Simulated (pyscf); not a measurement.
## `[CH3][Au]`, singlet

Gas-phase minimum from PySCF at ωB97X-D3(BJ)/def2-SVP, one conformer. 

SMILES: [CH3][Au]
```xyz
5

C      0.2648    -0.1109    -0.2295
Au     0.2660    -0.0156    -2.2443
H     -0.2828     0.7587     0.1622
H     -0.2300    -1.0440     0.0770
H      1.3066    -0.0970     0.1227
```

Bonded distances (Å): C1–Au2 2.017, C1–H3 1.100, C1–H4 1.100, C1–H5 1.100. Bond angles (°): Au2–C1–H3 108.6, Au2–C1–H4 108.6, Au2–C1–H5 108.6, H3–C1–H4 110.3, H3–C1–H5 110.3, H4–C1–H5 110.3.

Properties at ωB97X-D3(BJ)/def2-SVP:

```json
{
  "harmonic_wavenumbers_unscaled": "568, 797, 797, 1220, 1439, 1439, 3076, 3199, 3199 cm⁻¹",
  "zero_point_energy": "22.5 kcal/mol",
  "rotational_symmetry_number": "3",
  "Entropy of this conformer at 298 K and 1 atm, rigid rotor and harmonic oscillator, modes under 100 cm⁻¹ raised to 100": "258.5 J/(mol K)",
  "dipole_moment": "0.85 D"
}
```

Single-point totals, which compare only within one level (frozen core for MP2 and CC):

| level | total energy (hartree) |
|---|---|
| ωB97X-D3(BJ)/def2-TZVP | -175.71060 |
| PBE/def2-TZVP | -175.63722 |
| r²SCAN/def2-TZVP | -175.68410 |
| B3LYP-D3(BJ)/def2-TZVP | -175.71207 |
| PBE0-D3(BJ)/def2-TZVP | -175.59552 |
| M06-2X/def2-TZVP | -175.51095 |
| ωB97M-D3(BJ)/def2-TZVP | -175.63793 |
| HF/def2-TZVPP | -174.39815 |
| MP2/def2-TZVPP | -175.21853 |
| CCSD/def2-TZVPP | -175.18415 |
| CCSD(T)/def2-TZVPP | -175.21488 |

The CCSD(T) − MP2 part came from Ansatz, without density fitting, on the same reference. The frozen core leaves the outer d or s,p core shells of the metals and heavy elements correlated in the MP2 and CC values, and def2-TZVPP describes them poorly, so these totals are far from the basis limit. Elements past Kr carry the def2 core potentials, without spin-orbit coupling.
